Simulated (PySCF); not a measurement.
A PySCF script (with the pyscf-properties extension) for the NMR shieldings of `InChI=1S/C2H13O2PSi3/c1-2-3-7-4-8(5)6/h8H,2,5,7H2,1,6H3/t8-/m1/s1`, on a GFN2-xTB geometry:

```python
import basis_set_exchange as bse
import numpy as np
from pyscf import gto, dft
from pyscf.prop import nmr

atoms = """
C    -2.299174    0.970944   -1.664385
C    -2.448091    0.300330   -0.307863
O    -1.218064   -0.232423    0.097373
Si   -0.918901   -1.143688    1.402012
O     0.654284   -1.460076    1.295346
Si    2.091544   -0.970965    0.694029
Si    1.756366    0.277037   -1.233753
P     3.129807    0.046279    2.415277
H    -1.550692    1.756643   -1.611088
H    -1.983003    0.243441   -2.406720
H    -3.249626    1.400683   -1.968438
H    -2.791210    1.026180    0.439847
H    -3.194900   -0.501227   -0.361482
H    -1.589926   -2.437370    1.336983
H    -1.173971   -0.404770    2.635896
H     2.776297   -2.266870    0.539567
H     3.047068    0.560471   -1.882610
H     1.159442    1.596631   -0.981009
H     0.930401   -0.383048   -2.248424
H     4.268718    0.335300    1.682838
H     2.594711    1.303443    2.177958
"""
names = dict.fromkeys(["C", "O", "Si", "P", "H"], "pcSseg-1")
basis = {el: gto.basis.parse(bse.get_basis(n, elements=[el], fmt="nwchem")) for el, n in names.items()}
mol = gto.M(atom=atoms, basis=basis, charge=0, verbose=0)
mf = dft.RKS(mol, xc="PBE0")
mf.grids.level = 2
mf.grids.alignment = dft.numint.BLKSIZE   # the property module wants whole blocks of grid points
mf.conv_tol = 1e-9
mf.kernel()

calc = nmr.RKS(mf)   # GIAO
C = mf.mo_coeff
Co = C[:, mf.mo_occ > 0]
resp = mf.gen_response(singlet=True, hermi=2)
def vind(x):   # induced exchange potential for any number of trial vectors
    d = np.einsum("pi,xij,qj->xpq", C, 2 * x.reshape(-1, C.shape[1], Co.shape[1]), Co, optimize=True)
    return np.einsum("xpq,pi,qj->xij", resp(d - d.transpose(0, 2, 1)), C, Co, optimize=True).ravel()
mo1, _ = nmr.rhf.solve_mo1(calc, with_cphf=vind)
sigma = calc.kernel(mo1)
for i, s in enumerate(sigma):   # ppm
    w = np.linalg.eigvalsh((s + s.T) / 2)
    print("%2d %-2s iso %8.1f  s11 %8.1f  s22 %8.1f  s33 %8.1f" % (i, mol.atom_pure_symbol(i), w.mean(), *w))
```

Problem. What are the results?

Solution. 
```
 0 C  iso    166.3  s11    149.4  s22    166.6  s33    182.9
 1 C  iso    126.9  s11     99.2  s22    112.5  s33    169.0
 2 O  iso    283.0  s11    250.3  s22    279.5  s33    319.0
 3 Si iso    386.2  s11    367.5  s22    379.9  s33    411.3
 4 O  iso    290.0  s11    220.3  s22    281.0  s33    368.6
 5 Si iso    352.2  s11    286.3  s22    344.0  s33    426.3
 6 Si iso    459.2  s11    444.1  s22    457.8  s33    475.7
 7 P  iso    595.1  s11    532.0  s22    611.0  s33    642.4
 8 H  iso     30.0  s11     26.2  s22     29.4  s33     34.5
 9 H  iso     30.1  s11     26.8  s22     28.8  s33     34.7
10 H  iso     30.7  s11     26.5  s22     27.6  s33     38.0
11 H  iso     27.7  s11     22.5  s22     27.5  s33     33.2
12 H  iso     27.8  s11     22.3  s22     27.6  s33     33.4
13 H  iso     26.8  s11     23.2  s22     24.5  s33     32.8
14 H  iso     26.8  s11     23.2  s22     25.1  s33     32.0
15 H  iso     25.6  s11     22.4  s22     24.2  s33     30.3
16 H  iso     28.5  s11     25.0  s22     26.2  s33     34.2
17 H  iso     28.0  s11     25.2  s22     27.3  s33     31.6
18 H  iso     27.9  s11     24.3  s22     26.9  s33     32.5
19 H  iso     30.9  s11     26.1  s22     27.5  s33     39.1
20 H  iso     30.3  s11     25.5  s22     28.5  s33     37.0
```

These numbers come from an equivalent density-fitted implementation of the same equations, which agrees with the script to about 0.01 ppm for H and up to a few tenths of a ppm for heavy atoms, so last digits may differ.

Problem. Turn these shieldings into chemical shifts. Scale: TMS for ¹³C (σref 186.93), ²⁹Si (σref 349.16), ¹H (σref 31.72); ¹⁷O (σref 336.08) vs H2O; H3PO4 for ³¹P (σref 318.38) (reference shieldings calculated alike).

Solution. Averaging equivalent atoms: C 1: 60.0; C 0: 20.6; O 2: 53.1; O 4: 46.1; Si 5: -3.0; Si 3: -37.1; Si 6: -110.0; P 7: -276.8; H 15: 6.08; H 14: 4.94; H 13: 4.90; H 11: 4.00; H 12: 3.95; H 16/17/18: 3.58; H 8/9/10: 1.45; H 19/20: 1.10 ppm. Experimental scales use liquid or dissolved standards, which lie at an offset from isolated H2O (liquid H2O: subtract about 36 ppm) and H3PO4.

Size and cost of the density-fitted run: 229 basis functions, 51 s wall time on 1 thread of an Arm Neoverse V2, shared host; peak memory 1 GiB.
